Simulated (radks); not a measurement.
Task: All-electron atom: Lu3+ in [Xe] 4f14. Method: Dirac Kohn-Sham, PBEsol, spin-unpolarised, spherical densities, point nucleus; computed with a radial shooting solver on a logarithmic mesh with Libxc functionals.

Spin-orbit splittings of the eigenvalues, e(l+1/2) - e(l-1/2), with zeta = 2 splitting/(2l+1) and mean radii in bohr:

| shell | occ. | splitting (eV) | zeta (eV) | <r> j=l-1/2 | <r> j=l+1/2 |
|---|---|---|---|---|---|
| 2p | 6 | 1117 | 744.6 | 0.06742 | 0.07503 |
| 3p | 6 | 238.2 | 158.8 | 0.2021 | 0.2163 |
| 3d | 10 | 52.02 | 20.81 | 0.1899 | 0.1943 |
| 4p | 6 | 54.26 | 36.18 | 0.4851 | 0.5179 |
| 4d | 10 | ? | ? | 0.5412 | 0.5527 |
| 4f | 14 | 1.530 | 0.4370 | 0.7091 | 0.7233 |
| 5p | 6 | 7.108 | 4.739 | 1.298 | 1.401 |

Estimate the 4d splitting.

Result: 9.902 eV (zeta = 3.961 eV).
